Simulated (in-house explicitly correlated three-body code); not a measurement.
Computed with an exponentially correlated three-body code. Model: two electrons around a point charge, non-relativistic, variational in 260 exponentially correlated functions (energies converged to about 1e-7 hartree, or 1e-8 relative for large Z).

For two electrons in a singlet the Kohn-Sham orbital is the square root of half the density, so the exact Kohn-Sham potential and energy parts follow from the density alone, and exchange is minus half the Hartree energy. The Kohn-Sham level equals minus the binding energy of the second electron.

Command:
```bash
python run_hyl.py task.json out
```
Settings (lengths in bohr, energies in hartree):
```
Z                      2.44
interaction_strength   1
functions              260
states_tried           13
```

Cost of the run: 29 s on 1 thread of Intel(R) Xeon(R) Platinum 8375C CPU @ 2.90GHz (Ice Lake) (shared host).

**Those bound S and P states to n = 4 that converged, binding against the one-electron ion.**

Given: nuclear charge 2.44.

Computed: one-electron threshold -2.9768 hartree.

```json
{"term": "1 1S", "energy (hartree)": "-4.58294507", "binding (eV)": "43.705", "quantum defect": "0.19656"}
{"term": "2 3S", "energy (hartree)": "-3.31263131", "binding (eV)": "9.1384", "quantum defect": "0.24294"}
{"term": "2 1S", "energy (hartree)": "?", "binding (eV)": "?", "quantum defect": "?"}
{"term": "2 3P", "energy (hartree)": "-3.25217253", "binding (eV)": "7.4933", "quantum defect": "0.059618"}
{"term": "2 1P", "energy (hartree)": "-3.2328205", "binding (eV)": "6.9667", "quantum defect": "-0.012381"}
{"term": "3 3S", "energy (hartree)": "-3.11240003", "binding (eV)": "3.6899", "quantum defect": "0.23486"}
{"term": "3 1S", "energy (hartree)": "-3.10029256", "binding (eV)": "3.3604", "quantum defect": "0.10248"}
{"term": "3 3P", "energy (hartree)": "-3.09689091", "binding (eV)": "3.2678", "quantum defect": "0.061725"}
{"term": "3 1P", "energy (hartree)": "?", "binding (eV)": "?", "quantum defect": "?"}
{"term": "4 3S", "energy (hartree)": "-3.04984284", "binding (eV)": "1.9876", "quantum defect": "0.23245"}
{"term": "4 1S", "energy (hartree)": "-3.04501484", "binding (eV)": "1.8562", "quantum defect": "0.10141"}
{"term": "4 3P", "energy (hartree)": "-3.04366644", "binding (eV)": "1.8195", "quantum defect": "0.062293"}
{"term": "4 1P", "energy (hartree)": "-3.04115862", "binding (eV)": "1.7513", "quantum defect": "-0.013693"}
```

(1) What belongs in the row 2 1S?

(2) What belongs in the row 3 1P?

**Converged states only, values per electron or pair.**

| term | mean r (bohr) | mean r squared (bohr²) | mean inverse r (1/bohr) | mean r12 (bohr) | mean inverse r12 (1/bohr) | mean cosine | mean p1 dot p2 (bohr⁻²) | delta r1 (bohr⁻³) | delta r12 (bohr⁻³) |
| --- | --- | --- | --- | --- | --- | --- | --- | --- | --- |
| 1 1S | 0.72929 | 0.72817 | 2.1281 | 1.1061 | 1.2193 | -0.053236 | 0.21591 | 3.4975 | 0.24046 |
| 2 3S | 1.9393 | 6.4705 | 1.4303 | 3.3495 | 0.35439 | -0.014438 | 0.011807 | 2.4275 | - |
| 2 1S | 2.1903 | 8.5071 | 1.41 | 3.8314 | 0.34876 | -0.015086 | 0.014833 | 2.4044 | 0.024571 |
| 2 3P | 1.9136 | 6.5017 | 1.4098 | 3.3122 | 0.37537 | -0.046815 | -0.15009 | 2.2803 | - |
| 2 1P | 2.0735 | 7.7191 | 1.3973 | 3.5909 | 0.35312 | 0.0018069 | 0.11559 | 2.3158 | 0.0029443 |
| 3 3S | 4.3043 | 36.554 | 1.3084 | 8.0276 | 0.16001 | -0.004102 | 0.0031435 | 2.3422 | - |
| 3 1S | ? | ? | ? | ? | ? | ? | ? | ? | ? |
| 3 3P | ? | ? | ? | ? | ? | ? | ? | ? | - |
| 3 1P | 4.6915 | 44.507 | 1.2992 | 8.7946 | 0.15815 | 0.00067839 | 0.03525 | 2.3131 | 0.0010055 |
| 4 3S | 7.7109 | 123.6 | 1.2684 | 14.825 | 0.090293 | -0.0016702 | 0.0012559 | 2.3239 | - |
| 4 1S | 8.2288 | 141.43 | 1.2662 | 15.859 | 0.08913 | -0.001938 | 0.0017481 | 2.3225 | 0.002938 |
| 4 3P | 8.0332 | 135.79 | 1.2662 | 15.471 | 0.091703 | -0.0052638 | -0.016314 | 2.3084 | - |
| 4 1P | 8.3516 | 147 | 1.2647 | 16.103 | 0.089251 | 0.00029798 | 0.014976 | 2.3124 | 0.00044468 |

(3) What belongs in the row 3 1S?

(4) What belongs in the row 3 3P?

**Electric-dipole lines between converged S and P states, rate of the upper state's decay.**

```
s state  p state  p minus s (eV)  oscillator strength from s  rate (1/s)
   1 1S     2 1P          36.739                     0.37164  7.2553e+09
   1 1S     3 1P          40.599                    0.094084   2.243e+09
   1 1S     4 1P          41.954                    0.037668  9.5899e+08
   2 1S     2 1P          0.9006                     0.28097  3.2962e+06
   2 1S     3 1P          4.7605                     0.20967  6.8728e+07
   2 1S     4 1P           6.116                    0.062769   3.396e+07
   3 1S     2 1P         -3.6063                    -0.11455  6.4646e+07
   3 1S     3 1P         0.25361                     0.47375      440730
   3 1S     4 1P          1.6091                     0.21002  7.8656e+06
   4 1S     2 1P         -5.1105                   -0.021714  2.4608e+07
   4 1S     3 1P               ?                           ?           ?
   4 1S     4 1P         0.10493                     0.65238      103900
   2 3S     2 3P               ?                           ?           ?
   2 3S     3 3P          5.8706                     0.12782  6.3716e+07
   2 3S     4 3P          7.3189                    0.043296  3.3545e+07
   3 3S     2 3P         -3.8034                    -0.15225  9.5565e+07
   3 3S     3 3P         0.42202                     0.67673  1.7433e+06
   3 3S     4 3P          1.8703                     0.11888  6.0148e+06
   4 3S     2 3P         -5.5057                   -0.025957  3.4142e+07
   4 3S     3 3P         -1.2802                     -0.3251  2.3121e+07
   4 3S     4 3P         0.16807                     0.92645      378510
```

(5) What belongs in the row 4 1S 3 1P?

(6) What belongs in the row 2 3S 2 3P?

**Exact Kohn-Sham parts of the ground state from its density.**

Computed: total energy -4.58294507 hartree; Kohn-Sham kinetic 4.5446 hartree; Hartree energy 2.6009 hartree; exchange energy -1.3005 hartree; kinetic part of the DFT correlation energy 0.038345 hartree; potential part of the DFT correlation energy -0.081191 hartree; exact minus restricted Hartree-Fock -0.042814 hartree; restricted Hartree-Fock level -44.067 eV; dipole polarisability 0.51216 bohr³; C6 of two such species 0.33537 hartree·bohr⁶.

(7) What is the DFT correlation energy?

(8) What is the Kohn-Sham level?

Answers

(1) energy (hartree): -3.26591689; binding (eV): 7.8673; quantum defect: 0.1063.

(2) energy (hartree): -3.09097248; binding (eV): 3.1068; quantum defect: -0.013469.

(3) mean r (bohr): 4.6878; mean r squared (bohr²): 43.832; mean inverse r (1/bohr): 1.3029; mean r12 (bohr): 8.7896; mean inverse r12 (1/bohr): 0.15759; mean cosine: -0.004595; mean p1 dot p2 (bohr⁻²): 0.0042287; delta r1 (bohr⁻³): 2.3378; delta r12 (bohr⁻³): 0.0070863.

(4) mean r (bohr): 4.4528; mean r squared (bohr²): 39.943; mean inverse r (1/bohr): 1.3029; mean r12 (bohr): 8.3284; mean inverse r12 (1/bohr): 0.16417; mean cosine: -0.01289; mean p1 dot p2 (bohr⁻²): -0.040343; delta r1 (bohr⁻³): 2.3033.

(5) p minus s (eV): -1.2506; oscillator strength from s: -0.24563; rate (1/s): 1.6669e+07.

(6) p minus s (eV): 1.6452; oscillator strength from s: 0.40745; rate (1/s): 1.5951e+07.

(7) -0.042846 hartree.

(8) -43.705 eV.

The correlation energy of density-functional theory lies 0.032 millihartree below exact minus Hartree-Fock, because the Hartree-Fock density, unlike the exact one, minimises the Hartree-Fock energy.
